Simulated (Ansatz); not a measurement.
System: sum formula BNH2Cl, net charge 0, doublet state. It need not be the lowest isomer of its formula. 
Structure (B3LYP-D3(BJ)/def2-TZVP (Ansatz, an electronic-structure program) minimum search):
```
N
H 1 1.0062
H 1 1.0119 2 114.13
B 1 1.3777 2 122.40 3 -180.00
Cl 4 1.7548 1 124.58 2 180.00
```
Charge 0, spin multiplicity 2.

Basis-set convergence of Hartree-Fock and CCSD correlation energies (hartree) with Ansatz. Valence correlation only, unless marked. UHF or UKS for open shells. No spin-orbit coupling. Non-relativistic.

| basis | functions | E(HF) | E(corr, CCSD) |
|---|---|---|---|
| cc-pV(D+d)Z | 61 | -539.84149 | -0.39852 |
| cc-pV(T+d)Z | 127 | -539.88040 | -0.50384 |
| cc-pV(Q+d)Z | 234 | -539.88990 | -0.53887 |

Extrapolating the two largest sets (X = 3 and 4) as X^-3: E(corr) = (64·(-0.53887) - 27·(-0.50384))/37 = -0.5644 Eh, an estimate of the basis-set limit. The largest set recovers 95.5 % of it, the smallest 70.6 %.
